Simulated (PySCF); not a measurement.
BiH₂F, SMILES [BiH2][F].

The structure is a stationary point at B3LYP-D3(BJ)/def2-TZVP. The def2 effective core potentials stand for the cores of Bi; spin–orbit coupling is left out.

These are PBE0/def2-TZVPD (PySCF) values and carry that method's errors.

Symmetry labels are those of the subgroup Cs that the program uses (full group Cs).

Problem. List the valence orbital energies around the gap with their symmetry. (An estimate is asked for; the answer gives what the named calculation found.)

Solution. 
```
orbital  symmetry  energy (eV)
-------  --------  -----------
HOMO−7         A'       -29.95
HOMO−6         A'       -29.40
HOMO−5         A'       -17.40
HOMO−4         A'       -11.14
HOMO−3         A"       -10.79
HOMO−2         A'       -10.61
HOMO−1         A"        -9.11
HOMO           A'        -8.11
LUMO           A'        -1.83
LUMO+1         A"        -0.49
LUMO+2         A'        -0.47
LUMO+3         A'         1.74
```
